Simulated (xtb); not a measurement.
BI$_{2}$ (SMILES I[B]I), doublet, geometry from GFN2-xTB; xtb with GFN1-xTB.

The xtb input:
```
$ xtb mol.xyz --gfn 1 --uhf 1 --hess --json

# file mol.xyz
3

I     -1.86137981    -0.09949148     0.05566904
B     -0.02702252     0.88062837     0.01245938
I      1.86392910     0.01641334    -0.05684445
```

What the program printed (banner, timings and long lists left out):

```
   ID    Z sym.   atoms
    1   53 I      1, 3
    2    5 B      2

           -------------------------------------------------
          |                Calculation Setup                |
           -------------------------------------------------

           -------------------------------------------------
          |                 G F N 1 - x T B                 |
           -------------------------------------------------

          ...................................................
          :                      SETUP                      :
          :.................................................:
          :  # basis functions                  24          :
          :  # atomic orbitals                  22          :
          :  # shells                            8          :
          :  # electrons                        17          :
          :  # halogen bonds                     0          :
          :  max. iterations                   250          :
          :  Hamiltonian                  GFN1-xTB          :
          :  restarted?                      false          :
          :  GBSA solvation                  false          :
          :  PC potential                    false          :
          :  electronic temp.          300.0000000     K    :
          :  accuracy                    1.0000000          :
          :  -> integral cutoff          0.2500000E+02      :
          :  -> integral neglect         0.1000000E-07      :
          :  -> SCF convergence          0.1000000E-05 Eh   :
          :  -> wf. convergence          0.2000000E-04 e    :
          :  Broyden damping             0.4000000          :
          :  net charge                          0          :
          :  unpaired electrons                  1          :
          ...................................................

 iter      E             dE          RMSdq      gap      omega  full diag
   1     -9.3089836 -0.930898E+01  0.540E+00    1.47       0.0  T
   2     -9.3159159 -0.693222E-02  0.389E+00    1.39       1.0  T
   3     -9.3152102  0.705698E-03  0.142E+00    1.45       1.0  T
   4     -9.3176710 -0.246088E-02  0.201E-02    1.42       2.9  T
   5     -9.3176722 -0.112459E-05  0.286E-03    1.42      20.2  T
   6     -9.3176722 -0.624978E-08  0.969E-04    1.42      59.6  T
   7     -9.3176722 -0.231802E-08  0.123E-06    1.42   46945.7  T
   8     -9.3176722 -0.177636E-14  0.395E-07    1.42  100000.0  T

[...]
         :: total energy              -9.276125460661 Eh    ::
[...]

    mode    ω/cm⁻¹     T·S(HO)/kcal·mol⁻¹    T·S(FR)/kcal·mol⁻¹   T·S(vib)
   ------------------------------------------------------------------------
       1    110.84    -0.97023 ( 96.02%)    -0.82065 (  3.98%)    -0.96428
   ------------------------------------------------------------------------

   temp. (K)  partition function   enthalpy   heat capacity  entropy
                                   cal/mol     cal/K/mol   cal/K/mol   J/K/mol
 298.15  VIB   2.61                  586.698      3.405      3.853
         ROT  0.101E+06              888.752      2.981     25.872
         INT  0.262E+06             1475.451      6.386     29.726
         TR   0.416E+28             1481.254      4.968     42.599
         TOT                        2956.7046    11.3543    72.3249   302.6074

       T/K    H(0)-H(T)+PV         H(T)/Eh          T*S/Eh         G(T)/Eh
   ------------------------------------------------------------------------
    298.15    0.471181E-02    0.850127E-02    0.343639E-01   -0.258626E-01
   ------------------------------------------------------------------------

         :::::::::::::::::::::::::::::::::::::::::::::::::::::
         ::                  THERMODYNAMIC                  ::
         :::::::::::::::::::::::::::::::::::::::::::::::::::::
         :: total free energy          -9.301988085336 Eh   ::
         ::.................................................::
         :: total energy               -9.276125460661 Eh   ::
         :: zero point energy           0.003789462162 Eh   ::
         :: G(RRHO) w/o ZPVE           -0.029652086837 Eh   ::
         :: G(RRHO) contrib.           -0.025862624675 Eh   ::
         :::::::::::::::::::::::::::::::::::::::::::::::::::::

           -------------------------------------------------
          | TOTAL ENERGY               -9.276125460661 Eh   |
          | TOTAL ENTHALPY             -9.267624189752 Eh   |
          | TOTAL FREE ENERGY          -9.301988085336 Eh   |
          | GRADIENT NORM               0.043769103967 Eh/α |
          | HOMO-LUMO GAP               1.415917043667 eV   |
           -------------------------------------------------
########################################################################
[WARNING] Runtime exception occurred
-1- hessian_numhess: Hessian on incompletely optimized geometry!
########################################################################

normal termination of xtb
```
